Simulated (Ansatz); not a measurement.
```yaml
crystal:
  periodic: [true, true, true]
  atoms:
    - {symbol: C, position_ang: [-0.057464, 0.539491, -2.158894]}
    - {symbol: N, position_ang: [0.397723, -0.023443, -0.930178]}
    - {symbol: B, position_ang: [-0.273752, -0.395387, 0.664271]}
    - {symbol: C, position_ang: [0.915910, -0.883552, 1.531261]}
    - {symbol: C, position_ang: [-0.931589, 0.923407, 1.046871]}
    - {symbol: O, position_ang: [-1.086057, -1.433168, -0.044384]}
    - {symbol: H, position_ang: [0.549379, 0.611216, -2.996743]}
    - {symbol: H, position_ang: [-0.661677, -0.105872, -2.329281]}
    - {symbol: H, position_ang: [-0.613987, 1.557553, -1.571255]}
    - {symbol: H, position_ang: [1.680224, 0.636468, -0.713132]}
    - {symbol: H, position_ang: [0.899839, -0.805036, -1.334104]}
    - {symbol: H, position_ang: [0.321550, -1.256335, 2.597018]}
    - {symbol: H, position_ang: [1.852801, -0.521351, 1.656081]}
    - {symbol: H, position_ang: [1.724198, -1.833086, 1.152181]}
    - {symbol: H, position_ang: [-1.727820, 1.350818, 0.117777]}
    - {symbol: H, position_ang: [-1.420360, 0.694296, 2.247600]}
    - {symbol: H, position_ang: [0.123702, 1.653976, 1.151752]}
    - {symbol: H, position_ang: [-1.925698, -1.146411, -0.218299]}
basis:
  gaussian: {orbitals: STO-3G}
hamiltonian: {xc: {name: PBE-QIDH}}
output: {forces: true}
```

```sh
$ ansatz run in.yaml --threads 4 --pin off --events-out ev --progress --plain --max-ram 11315MiB
```

Output, abridged:

```
Error: YAML parse error: error: line 2 column 3: crystal: missing field `lattice` (a structure is typed as `lattice` and `atoms`, a molecule's as `atoms` in Å alone, or read from a run's directory, `checkpoint`)
 --> <input>:2:3
1 | crystal:
2 |   periodic: [true, true, true]
3 |   atoms:
4 |     - {symbol: C, position_ang: [-0.057464, 0.539491, -2.158894]}
```

Task: What is wrong with this run?

Result: The molecule is marked periodic without a cell. The program refused the input.
